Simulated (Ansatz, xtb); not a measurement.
Two isomers of C3H3FN2O

Structure a: `On1ccc(F)n1`, a singlet. Structure b: `Oc1cn[nH]c1F`, a singlet. Both are isolated molecules in the gas phase, relaxed with PBE-D3(BJ)/def2-SVP; the shapes shown needn't be the lowest conformers.

a (Å):

| atom | x (Å) | y (Å) | z (Å) |
| --- | --- | --- | --- |
| C | -2.3323 | 0.7340 | 1.4974 |
| C | -1.8577 | 2.0245 | 1.2015 |
| C | -2.6001 | 2.3953 | 0.0630 |
| F | -2.5242 | 3.5378 | -0.6121 |
| N | -3.2654 | 0.4768 | 0.5511 |
| N | -3.4626 | 1.4472 | -0.3354 |
| O | -3.9906 | -0.6815 | 0.4593 |
| H | -4.5466 | -0.5079 | -0.3322 |
| H | -2.0863 | 0.0083 | 2.2784 |
| H | -1.0937 | 2.5988 | 1.7327 |

b (Å):

```yaml
atoms:
  - { symbol: C, position_ang: [-2.8595, 0.5495, 0.2921] }
  - { symbol: C, position_ang: [-1.4969, 0.9089, 0.4853] }
  - { symbol: C, position_ang: [-3.5562, 1.5996, 0.8860] }
  - { symbol: F, position_ang: [-4.8731, 1.8006, 1.0072] }
  - { symbol: N, position_ang: [-1.3718, 2.0758, 1.1394] }
  - { symbol: N, position_ang: [-2.6339, 2.4801, 1.3743] }
  - { symbol: O, position_ang: [-3.3289, -0.5646, -0.3303] }
  - { symbol: H, position_ang: [-4.3034, -0.5390, -0.3095] }
  - { symbol: H, position_ang: [-0.6087, 0.3504, 0.1662] }
  - { symbol: H, position_ang: [-2.8188, 3.3547, 1.8664] }
```

Quicker runs give these differences E(b) − E(a): GFN2-xTB −21.6 kcal/mol; HF/STO-3G −18.1 kcal/mol (at GFN2-xTB geometries); r2SCAN-D4/def2-SVP −26.8 kcal/mol (at GFN2-xTB geometries).

Problem. Estimate E(b) − E(a) at the level CCSD(T)/def2-SVP + ΔMP2/def2-TZVPP.

Solution. Calculated at CCSD(T)/def2-SVP + ΔMP2/def2-TZVPP: E(b) − E(a) = −27.6 kcal/mol, so structure b lies lower.

How the difference moves with the method:

```tsv
level	geometry	E(b) − E(a) (kcal/mol)	departure from the last row (kcal/mol)	job, with rough time for the two
GFN2-xTB	GFN2-xTB	−21.6	+6.0	optimisation, 0.35 s
HF/STO-3G	GFN2-xTB	−18.1	+9.4	single point, 1.9 s
r2SCAN-D4/def2-SVP	GFN2-xTB	−26.8	+0.8	single point, 8.1 s
PBE-D3(BJ)/def2-SVP	PBE-D3(BJ)/def2-SVP	−25.5	+2.1	optimisation, 47 s
HF/def2-SVP	PBE-D3(BJ)/def2-SVP	−29.5	−1.9	part of the CCSD(T) run
MP2/def2-SVP	PBE-D3(BJ)/def2-SVP	−27.8	−0.2	part of the CCSD(T) run
CCSD(T)/def2-SVP	PBE-D3(BJ)/def2-SVP	−26.9	+0.7	single point
CCSD(T)/def2-SVP + ΔMP2/def2-TZVPP	PBE-D3(BJ)/def2-SVP	−27.6		single point, 2 min
```

As drawn, b has 1 C–O, 1 N–H in place of 1 N–O, 1 C–H.

The levels shown agree on the order. The largest departure from CCSD(T)/def2-SVP + ΔMP2/def2-TZVPP is that of HF/STO-3G, 9.4 kcal/mol. The last row adds to CCSD(T) the change of the MP2 difference between the two basis sets, here −0.7 kcal/mol.

With thermal terms from frequencies at re-optimised GFN2-xTB minima (ideal gas, soft modes damped towards free rotors, one conformer each, 298.15 K, 1 atm): on the last row, ΔE + ΔZPE = −27.2, ΔH = −27.2, ΔG = −27.3 kcal/mol.

The correlated steps freeze 7 core orbitals. Programs: Ansatz 0.2.0, xtb 6.7.1; the last row on 2 threads of Intel(R) Xeon(R) Processor @ 2.50GHz (Skylake/Cascade Lake) on a shared host.
